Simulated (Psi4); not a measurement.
C$_{2}$H$_{5}$Se, charge +2, doublet, geometry from GFN2-xTB of the parent state (a state made from the parent by changing its charge; the spin is typed, not shown lowest); PBE0/6-31G* in Psi4.

The Psi4 input:
```
memory 2 GB

molecule mol {
2 2
  C    -2.059645   -0.446113    0.147562
  C    -0.651651   -1.001283    0.219388
  Se    0.718859    0.376853   -0.095906
  H    -2.255574   -0.018596   -0.833518
  H    -2.778315   -1.243733    0.327945
  H    -2.206854    0.328836    0.896869
  H    -0.490808   -1.772078   -0.535251
  H    -0.441865   -1.423059    1.203040
}

set basis 6-31g*
set reference uks

energy('pbe0')
print_variables()
```

Task: Write the output that Psi4 gives for this input, abridged.

Result: 
```
   => Loading Basis Set <=

    Name: 6-31G*
    Role: ORBITAL
    Keyword: BASIS

         ---------------------------------------------------------
                                   SCF
               by Justin Turney, Rob Parrish, Andy Simmonett
                          and Daniel G. A. Smith
                              UKS Reference
         ---------------------------------------------------------

  ==> Geometry <==

    Molecular point group: c1
    Full point group: C1

    Geometry (in Angstrom), charge = 2, multiplicity = 2:

       Center              X                  Y                   Z               Mass
    ------------   -----------------  -----------------  -----------------  -----------------
         C           -2.212696137468    -0.524925733131     0.167695895091    12.000000000000
         C           -0.804702137468    -1.080095733131     0.239521895091    12.000000000000
         SE           0.565807862532     0.298040266869    -0.075772104909    79.916521800000
         H           -2.408625137468    -0.097408733131    -0.813384104909     1.007825032230
         H           -2.931366137468    -1.322545733131     0.348078895091     1.007825032230
         H           -2.359905137468     0.250023266869     0.917002895091     1.007825032230
         H           -0.643859137468    -1.850890733131    -0.515117104909     1.007825032230
         H           -0.594916137468    -1.501871733131     1.223173895091     1.007825032230

  Running in c1 symmetry.

  Rotational constants: A =      1.02240  B =      0.12347  C =      0.11491 [cm^-1]
  Rotational constants: A =  30650.70061  B =   3701.55600  C =   3444.80357 [MHz]
  Nuclear repulsion =  159.495957038337082

  Charge       = 2
  Multiplicity = 2
  Electrons    = 49
  Nalpha       = 25
  Nbeta        = 24

  ==> Algorithm <==

  SCF Algorithm Type is DF.
  DIIS enabled.
  MOM disabled.
  Fractional occupation disabled.
  Guess Type is SAD.
  Energy threshold   = 1.00e-06
  Density threshold  = 1.00e-06
  Integral threshold = 1.00e-12

  ==> Primary Basis <==

  Basis Set: 6-31G*
    Blend: 6-31G*
    Number of shells: 34
    Number of basis functions: 75
    Number of Cartesian functions: 75
    Spherical Harmonics?: false
    Max angular momentum: 2

  ==> DFT Potential <==

   => LibXC <=

    Version 7.1.2
    S. Lehtola, C. Steigemann, M. J. T. Oliveira, and M. A. L. Marques,  SoftwareX 7, 1–5 (2018) (10.1016/j.softx.2017.11.002)

   => Composite Functional: PBE0 <=

    PBE0 Hyb-GGA Exchange-Correlation Functional

    C. Adamo and V. Barone,  J. Chem. Phys. 110, 6158 (1999) (10.1063/1.478522)
    M. Ernzerhof and G. E. Scuseria,  J. Chem. Phys. 110, 5029 (1999) (10.1063/1.478401)

    Deriv               =              1
    GGA                 =           TRUE
    Meta                =          FALSE

    Exchange Hybrid     =           TRUE
    MP2 Hybrid          =          FALSE

   => Exchange Functionals <=

    0.7500   Perdew, Burke & Ernzerhof

   => Exact (HF) Exchange <=

    0.2500               HF

   => Correlation Functionals <=

    1.0000   Perdew, Burke & Ernzerhof

   => LibXC Density Thresholds  <==

    XC_HYB_GGA_XC_PBEH:  1.00E-15

   => Molecular Quadrature <=

    Radial Scheme          =       TREUTLER
    Pruning Scheme         =           NONE
    Nuclear Scheme         =       TREUTLER

    Blocking Scheme        =         OCTREE
    BS radius alpha        =              1
    Pruning alpha          =              1
    Radial Points          =             75
    Spherical Points       =            302
    Total Points           =         172035
    Total Blocks           =           1334
    Max Points             =            256
    Max Functions          =             74
    Weights Tolerance      =       1.00E-15

   => Loading Basis Set <=

    Name: (6-31G* AUX)
    Role: JKFIT
    Keyword: DF_BASIS_SCF

  ==> Integral Setup <==

  SCF_SUBTYPE=INCORE selected. In-core MEM_DF algorithm will be used.
[...]
   @DF-UKS iter  68: -2478.94422935599914    5.12503e-06   6.45682e-06 DIIS
   @DF-UKS iter  69: -2478.94422332706654    6.02893e-06   1.00147e-05 DIIS
   @DF-UKS iter  70: -2478.94422071257941    2.61449e-06   1.18934e-05 DIIS
   @DF-UKS iter  71: -2478.94422307853029   -2.36595e-06   1.02044e-05 DIIS
   @DF-UKS iter  72: -2478.94422216509201    9.13438e-07   1.08584e-05 DIIS
   @DF-UKS iter  73: -2478.94422064376749    1.52132e-06   1.19685e-05 DIIS
   @DF-UKS iter  74: -2478.94422177449997   -1.13073e-06   1.11706e-05 DIIS
   @DF-UKS iter  75: -2478.94422580666242   -4.03216e-06   8.37356e-06 DIIS
   @DF-UKS iter  76: -2478.94422480493677    1.00173e-06   9.03548e-06 DIIS
   @DF-UKS iter  77: -2478.94421880147274    6.00346e-06   1.33834e-05 DIIS
   @DF-UKS iter  78: -2478.94423324571426   -1.44442e-05   6.56935e-06 DIIS
   @DF-UKS iter  79: -2478.94423647230224   -3.22659e-06   8.75988e-06 DIIS
   @DF-UKS iter  80: -2478.94422717632415    9.29598e-06   7.47479e-06 DIIS
   @DF-UKS iter  81: -2478.94422787812846   -7.01804e-07   7.10826e-06 DIIS
   @DF-UKS iter  82: -2478.94422877274746   -8.94619e-07   6.71499e-06 DIIS
   @DF-UKS iter  83: -2478.94422872395171    4.87958e-08   6.74187e-06 DIIS
   @DF-UKS iter  84: -2478.94422788477095    8.39181e-07   7.10430e-06 DIIS
   @DF-UKS iter  85: -2478.94422798374626   -9.89753e-08   7.05615e-06 DIIS
   @DF-UKS iter  86: -2478.94422896743572   -9.83689e-07   6.66693e-06 DIIS
   @DF-UKS iter  87: -2478.94422425864286    4.70879e-06   9.39341e-06 DIIS
   @DF-UKS iter  88: -2478.94423286781785   -8.60917e-06   7.05824e-06 DIIS
   @DF-UKS iter  89: -2478.94422855729226    4.31053e-06   6.82129e-06 DIIS
   @DF-UKS iter  90: -2478.94423015374196   -1.59645e-06   6.09953e-06 DIIS
   @DF-UKS iter  91: -2478.94422863293039    1.52081e-06   6.64973e-06 DIIS
   @DF-UKS iter  92: -2478.94422764430738    9.88623e-07   7.16328e-06 DIIS
   @DF-UKS iter  93: -2478.94422753063782    1.13670e-07   7.18301e-06 DIIS
   @DF-UKS iter  94: -2478.94422736234037    1.68297e-07   7.25178e-06 DIIS
   @DF-UKS iter  95: -2478.94422796145091   -5.99111e-07   6.88635e-06 DIIS
   @DF-UKS iter  96: -2478.94422571245286    2.24900e-06   8.32227e-06 DIIS
   @DF-UKS iter  97: -2478.94423175791871   -6.04547e-06   6.06309e-06 DIIS
   @DF-UKS iter  98: -2478.94423287084010   -1.11292e-06   6.38969e-06 DIIS
   @DF-UKS iter  99: -2478.94423804075632   -5.16992e-06   1.03900e-05 DIIS
   @DF-UKS iter 100: -2478.94423164753380    6.39322e-06   6.20263e-06 DIIS

PsiException: Could not converge SCF iterations in 100 iterations.

  Failed to converge.

Traceback (most recent call last):
  File "psi4", line 375, in <module>
  File "<string>", line 29, in <module>
  File "site-packages/psi4/driver/driver.py", line 533, in energy
  File "site-packages/psi4/driver/procrouting/proc.py", line 2760, in run_scf
  File "site-packages/psi4/driver/procrouting/proc.py", line 2047, in scf_helper
  File "site-packages/psi4/driver/procrouting/scf_proc/scf_iterator.py", line 93, in scf_compute_energy
  File "site-packages/psi4/driver/procrouting/scf_proc/scf_iterator.py", line 86, in scf_compute_energy
  File "site-packages/psi4/driver/procrouting/scf_proc/scf_iterator.py", line 609, in scf_iterate

psi4.driver.p4util.exceptions.SCFConvergenceError: Could not converge SCF iterations in 100 iterations.

Printing out the relevant lines from the Psithon --> Python processed input file:
      H    -0.441865   -1.423059    1.203040
    ""","mol")
    core.IO.set_default_namespace("mol")
    core.set_global_option("BASIS", "6-31g*")
    core.set_global_option("REFERENCE", "uks")
--> energy('pbe0')
    print_variables()

!-------------------------------------------------------!
!                                                       !
!  Could not converge SCF iterations in 100 iterations. !
!                                                       !
!-------------------------------------------------------!
```

The run did not converge; its last values are not results.
